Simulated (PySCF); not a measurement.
## Relaxation of singlet MoO₂Br₂

All numbers come from PBE0 in PySCF with Mo def2-SVP with ECP28, O def2-SVP, Br def2-SVP; scalar-relativistic core potentials, no spin–orbit coupling; density-fitted integrals. A (50,194) grid was used.

A start displaced from a saddle point along its imaginary mode, of C2v symmetry, held to at least that symmetry:

Coordinates in bohr (charge 0 multiplicity 1):
```
Mo    0.0000    0.0000   -0.0553
O     0.0000    3.2877    0.2268
O     0.0000   -3.2877    0.2268
Br    4.6345    0.0000   -0.0117
Br   -4.6345    0.0000   -0.0117
```

Optimiser trace:
| step | E − E(last) (kJ/mol) | largest gradient (Eh/bohr) |
| --- | --- | --- |
| 0 | 512.10 | 0.03676 |
| 1 | 432.00 | 0.04227 |
| 2 | 325.96 | 0.06781 |
| 3 | 201.48 | 0.08395 |
| 4 | 119.72 | 0.02736 |
| 5 | 73.19 | 0.02996 |
| 6 | 46.16 | 0.03195 |
| 7 | 20.86 | 0.01911 |
| 8 | 3.81 | 0.00486 |
| 9 | 0.50 | 0.00425 |
| 10 | 0.01 | 0.00054 |
| 11 | 0.00 | 0.00002 |

It ends at C2v with Mo–Br 2.402 Å (×2), Mo–O 1.661 Å (×2); Br–Mo–Br 112.4°, Br–Mo–O 109.4° (×4), O–Mo–O 106.7° (after a last refinement on a finer grid). A frequency run shows a minimum.

Stability towards spin polarisation was not tested.
